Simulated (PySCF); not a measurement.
# Excitation energies in several basis sets

Compound: CH₈OSSi₂.
Structure used (PBE0-D3(BJ)/def2-SVP), in Å, numbered top down from 1:
```
atom  x, y, z in Å
C1    -2.2290   -0.1672   -0.6275
S2    -0.9188   -1.4286   -0.5052
Si3    0.4496   -0.3614    0.7701
O4     1.4203   -1.4490    1.5745
Si5    1.8503    0.9840   -0.5253
H6    -2.6142    0.1096    0.3644
H7    -3.0432   -0.6135   -1.2138
H8    -1.8759    0.7327   -1.1509
H9    -0.4049    0.4536    1.6988
H10    0.9616   -2.1145    2.0986
H11    2.6742    0.1220   -1.4253
H12    0.9831    1.8680   -1.3673
H13    2.7514    1.8501    0.2966
```

TDDFT with PBE0 (PySCF), vertical singlets, core orbitals frozen in the response, spherical d and f functions. Geometry: PBE0-D3(BJ)/def2-SVP, one conformer, isolated molecule.

Problem. How do the low singlets change with the basis? Take 6-31G*, 6-31+G*, def2-SVP, def2-SVPD, aug-cc-pVDZ, def2-TZVP and def2-TZVPD.

Solution. 

```
      basis  functions  diffuse  S1 (eV)  S2 (eV)  S3 (eV)  S4 (eV)  S5 (eV)  LUMO (eV)  α (au)
     6-31G*         98       no     5.24     5.95     6.64     6.67     6.83      -0.18    78.4
    6-31+G*        118      yes     4.97     5.57     6.11     6.30     6.38      -0.66    88.2
   def2-SVP        122       no     5.28     5.97     6.64     6.72     7.00      -0.14    81.3
  def2-SVPD        182      yes     5.02     5.58     6.26     6.38     6.47      -0.56    96.7
aug-cc-pVDZ        199      yes     4.95     5.45     5.92     6.13     6.25      -0.65    98.3
  def2-TZVP        221       no     5.00     5.65     6.31     6.40     6.60      -0.49    91.2
 def2-TZVPD        281      yes     4.89     5.46     6.07     6.18     6.29      -0.69    98.0
```

States are compared by their number. Against the largest diffuse basis here (def2-TZVPD, itself not a converged limit), sets without diffuse functions differ by up to 0.40 eV in S1 and 0.71 eV in S5; the smaller diffuse sets differ by up to 0.14 and 0.19 eV. State by state, the largest deviation of a set without diffuse functions is S1 0.40, S2 0.51, S3 0.57, S4 0.54, S5 0.71 eV. The same number needn't mean the same state in each row. Against def2-TZVPD the polarisability deviates by -20% in 6-31G*, -10% in 6-31+G*, -17% in def2-SVP, -1% in def2-SVPD, 0% in aug-cc-pVDZ, -7% in def2-TZVP. A single + in a Pople set puts diffuse functions on heavy atoms only.
